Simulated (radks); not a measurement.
The nuclear charge of the osmium ion Os2+ is varied continuously with 74 electrons held in [Xe] 4f14 5d6. All-electron calculation, scalar-relativistic Kohn-Sham, PBEsol, spin-polarised, spherical densities, finite nucleus; open shells are filled with parallel spins first (spin-orbit coupling, left out, can overturn this in heavy ions); Fermi nuclear charge, rms radius 5.4126 fm. Program: a radial shooting solver on a logarithmic mesh with Libxc functionals. By the Hellmann-Feynman theorem dE/dZ = E(electron-nucleus)/Z, the electronic potential at the nucleus (averaged over a nucleus of fixed radius). The scalar-relativistic energy here is not variational (the density holds large components alone), so the two differ by a part that grows with Z.

Z,E (hartree),E(electron-nucleus)/Z (hartree),HOMO,e(HOMO) (eV),<r> HOMO (bohr)
75.5,-16963.1694,-556.092,5d,-15.125,1.814
75.75,-17103.6803,-558.906,5d,-18.113,1.758
76,-17244.9096,-561.723,5d,-21.247,1.708
76.25,-17386.8581,-564.544,5d,-24.520,1.662
76.5,-17529.5269,-567.368,5d,-27.925,1.621
76.75,-17672.9170,-570.196,5d,-31.457,1.584
77,-17817.0295,-573.028,5d,-35.110,1.549

The central difference of E at Z = 76 is -566.356 hartree, to compare with the third column; the second derivative is -11.5 hartree.
